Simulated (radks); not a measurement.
All-electron atom: Cs2+ in [Kr] 4d10 5s2 5p5. Method: scalar-relativistic Kohn-Sham, BLYP, spin-polarised, spherical densities, finite nucleus; open shells are filled with parallel spins first (spin-orbit coupling, left out, can overturn this in heavy ions); Fermi nuclear charge, rms radius 4.8041 fm; computed with a radial shooting solver on a logarithmic mesh with Libxc functionals.

Normalised radial functions P(r) = r R(r), r in bohr:

r	5s down	5p up
0.001598	0.0429	0.0012
0.002443	0.0601	0.0025
0.003732	0.0818	0.0053
0.005703	0.1064	0.0110
0.008645	0.1277	0.0221
0.01321	0.1339	0.0433
0.02019	0.1031	0.0797
0.03085	0.0135	0.1314
0.04676	-0.1221	0.1784
0.07145	-0.2175	0.1666
0.1092	-0.1074	0.0226
0.1668	0.2059	-0.2080
0.2529	0.2903	-0.2381
0.3865	-0.1802	0.1338
0.5905	-0.4659	0.4154
0.9024	0.1985	-0.0281
1.379	0.8766	-0.6995
2.09	0.6855	-0.7566
3.194	0.2028	-0.3356
4.881	0.0193	-0.0566

5s down: eigenvalue -42.079 eV, 4 radial nodes at r = 0.0323, 0.128, 0.340, 0.823 bohr, <r> = 1.70 bohr, 90 % of the charge inside 2.45 bohr. 5p up: eigenvalue -28.910 eV, 3 radial nodes at r = 0.114, 0.342, 0.888 bohr, <r> = 1.99 bohr, 90 % of the charge inside 2.90 bohr.
